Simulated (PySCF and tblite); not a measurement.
C₅H₃NOS, numbered as in [N:1]#[C:2][c:3]1[cH:4][cH:5][o:6][c:7]1[SH:8].

Search: ETKDG, MMFF94s, GFN2-xTB, 60 starts; geometries at GFN2-xTB. Energies: PBE0-D3(BJ)/pcSseg-1, with GFN2-xTB thermal terms (modes under about 100 cm⁻¹ blended into free rotors). Symmetry numbers and mirror images are counted. Conformers within 2.5 kcal/mol (GFN2-xTB free energy) were kept, 5 at most. GIAO shieldings: PBE0/pcSseg-1. Shifts are against TMS (¹H), TMS (¹³C), NH3 (¹⁵N) at the same level. Run with PySCF (density fitting) and tblite.

(1) Predict the averaged NMR shifts at 298.15 K.

(2) How do the conformers differ?

The minima are those of GFN2-xTB; planar forms about aryl–S or allylic bonds may be saddles in DFT. Other tautomers (keto or thione forms) aren't considered and may dominate. H on N, O and S are left out: they exchange, and hydrogen bonds move them by several ppm. Unscaled ¹⁵N shifts at such levels can be off by tens of ppm; differences between conformers or isomers are more reliable. Shifts are unscaled: against experiment ¹³C can be off by 15 ppm or more and ¹H by 0.8 ppm.

Results:

(1) ¹H: 7.31 (H5, 1H), 6.78 (H4, 1H) ppm. ¹³C: 164.1 (C7), 146.6 (C5), 121.8 (C4), 118.3 (C2), 99.3 (C3) ppm. ¹⁵N: 329.6 (N1) ppm.

(2) Torsions listed: O6–C7–S8–H8.
```
conformer  shape  weight %
        1   180°      76.4
        2     0°      23.6
```

```csv
signal,1,2,average
H4,6.77,6.81,6.78
H5,7.32,7.27,7.31
C2,118.7,117.0,118.3
C3,99.5,98.9,99.3
C4,121.3,123.2,121.8
C5,146.7,146.6,146.6
C7,164.6,162.5,164.1
N1,329.2,330.7,329.6
```


¹⁵N shifts are against a computed isolated NH3 molecule, about 20 ppm from the liquid.